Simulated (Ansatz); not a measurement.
A nudged elastic band was laid between two geometries of C2H7FOSSi2 (14 atoms, charge 0, multiplicity 1).

Computed with Ansatz, RKS PBE/STO-3G.

| Item | Value |
| --- | --- |
| movable images | 5 |
| climbing image | yes |
| spring | 5.0 eV/Å² |
| optimiser | quadratic models (default) |
| start path | through a guess of the saddle point |
| force threshold | 0.05 eV/Å |
| iteration limit | 60 |
| end points | relaxed |

Initial state:

```xyz
14
Properties=species:S:1:pos:R:3
C -0.871 -2.616 -0.022
O -1.279 -1.207 0.119
Si -0.095 -0.163 -0.623
F 0.047 -0.704 -2.183
Si -0.357 2.019 -0.086
C 1.357 1.795 0.739
S 1.823 0.032 0.367
H -1.694 -3.241 0.394
H 0.061 -2.866 0.548
H -0.710 -2.933 -1.084
H -1.407 2.399 0.855
H -0.336 3.003 -1.165
H 2.123 2.488 0.336
H 1.325 1.964 1.834
```

Final state:

```xyz
14
Properties=species:S:1:pos:R:3
C -0.870 -2.112 0.324
O -0.771 -1.737 -1.093
Si 0.073 -0.220 -1.264
F 0.130 -0.130 -2.913
Si -0.439 1.629 -0.034
C 1.335 1.395 0.648
S 1.987 -0.095 -0.254
H -1.287 -3.145 0.365
H -1.558 -1.449 0.911
H 0.118 -2.119 0.853
H -1.461 1.552 1.008
H -0.606 2.906 -0.723
H 1.985 2.273 0.459
H 1.353 1.221 1.742
```

Q: Which bonds break or form, and what moves?

A: No bond is made or broken. The dihedral C1–O2–Si3–S7 goes from -71 to 52°.

Q: What energy profile does the band end with?

A: The run converged. The highest image is number 3 of 0 to 6, 6.4 kJ/mol above the first end and 9.6 kJ/mol above the last; the last end lies 3.2 kJ/mol below the first. A vibrational analysis at the climbing image gives one clearly imaginary mode, 85i cm⁻¹: a first-order saddle point. Limits of this set-up: minimal basis.

```json
{"image": "0", "path coordinate (Å)": "0.00", "energy (kJ/mol)": "0.0", "dihedral C1–O2–Si3–S7 (°)": "-71"}
{"image": "1", "path coordinate (Å)": "0.78", "energy (kJ/mol)": "1.2", "dihedral C1–O2–Si3–S7 (°)": "-50"}
{"image": "2", "path coordinate (Å)": "1.56", "energy (kJ/mol)": "4.5", "dihedral C1–O2–Si3–S7 (°)": "-27"}
{"image": "3", "path coordinate (Å)": "2.34", "energy (kJ/mol)": "6.4", "dihedral C1–O2–Si3–S7 (°)": "-2"}
{"image": "4", "path coordinate (Å)": "3.15", "energy (kJ/mol)": "4.0", "dihedral C1–O2–Si3–S7 (°)": "21"}
{"image": "5", "path coordinate (Å)": "3.97", "energy (kJ/mol)": "-0.7", "dihedral C1–O2–Si3–S7 (°)": "38"}
{"image": "6", "path coordinate (Å)": "4.78", "energy (kJ/mol)": "-3.2", "dihedral C1–O2–Si3–S7 (°)": "52"}
```

Q: What is the geometry of the highest image?

A: 
```xyz
14
Properties=species:S:1:pos:R:3
C -0.808 -2.400 0.216
O -1.336 -1.378 -0.696
Si -0.183 -0.114 -1.042
F -0.147 -0.141 -2.696
Si -0.382 1.910 -0.026
C 1.366 1.494 0.642
S 1.745 -0.188 -0.059
H -1.674 -3.010 0.564
H -0.291 -1.989 1.120
H -0.086 -3.100 -0.280
H -1.362 2.063 1.046
H -0.396 3.135 -0.822
H 2.132 2.225 0.315
H 1.410 1.465 1.749
```

Q: What are the harmonic wavenumbers there?

A: 85i, 66, 78, 117, 163, 215, 238, 355, 379, 471, 492, 576, 652, 710, 758, 824, 835, 896, 905, 1069, 1120, 1162, 1171, 1198, 1263, 1559, 1615, 1635, 1640, 2559, 2608, 3127, 3241, 3254, 3319, 3347 cm⁻¹.

Run time: 100 s on 1 thread of AMD EPYC 9R45 96-Core Processor (Zen 5) (shared host), peak memory 0.25 GiB.
